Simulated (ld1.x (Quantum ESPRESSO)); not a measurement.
## Reading a pseudo-wave (potassium (K))

Columns: radius, all-electron u(r) and pseudo u(r) of the 4s shell (level -2.67 eV) of potassium in the configuration [Ar] 4s0.5 4p0.5; PBE, scalar-relativistic, TM scheme, ld1.x (Quantum ESPRESSO) 7.5.

| r (bohr) | all-electron | pseudo |
| --- | --- | --- |
| 0.200 | -0.0976 | -0.0124 |
| 0.400 | -0.0533 | -0.0254 |
| 0.600 | 0.0954 | -0.0396 |
| 0.800 | 0.1843 | -0.0556 |
| 1.000 | 0.1953 | -0.0742 |
| 1.200 | 0.1509 | -0.0959 |
| 1.400 | 0.0769 | -0.1216 |
| 1.600 | -0.0081 | -0.1517 |
| 1.800 | -0.0926 | -0.1862 |
| 2.000 | -0.1708 | -0.2247 |
| 2.200 | -0.2398 | -0.2661 |
| 2.400 | -0.2987 | -0.3083 |
| 2.600 | -0.3477 | -0.3492 |
| 2.800 | -0.3872 | -0.3860 |
| 3.000 | -0.4182 | -0.4169 |
| 3.200 | -0.4416 | -0.4408 |
| 3.400 | -0.4582 | -0.4580 |
| 3.600 | -0.4693 | -0.4692 |
| 3.800 | -0.4758 | -0.4758 |
| 4.000 | -0.4788 | -0.4788 |
| 4.200 | -0.4786 | -0.4786 |
| 4.400 | -0.4757 | -0.4757 |
| 4.600 | -0.4700 | -0.4700 |
| 4.800 | -0.4621 | -0.4621 |
| 5.000 | -0.4522 | -0.4522 |
| 5.200 | -0.4405 | -0.4405 |

(1) How many radial nodes do the two functions have?

(2) At about which radius was the pseudo-wave matched?

(3) Is the pseudo-wave norm-conserving?

## Answers

(1) The all-electron 4s function has n − l − 1 = 3 (the table is too coarse to show those close to the nucleus); the pseudo-wave has 0, since the states of the same l below it are removed with the core.

(2) 3.95 bohr. The columns agree to 0.0005 from 3.40 bohr on; several derivatives are matched, so the curves merge somewhat inside the radius.

(3) Yes: the TM scheme keeps the norm inside the radius equal to the all-electron one, which fixes the energy derivative of the logarithmic derivative at the level.
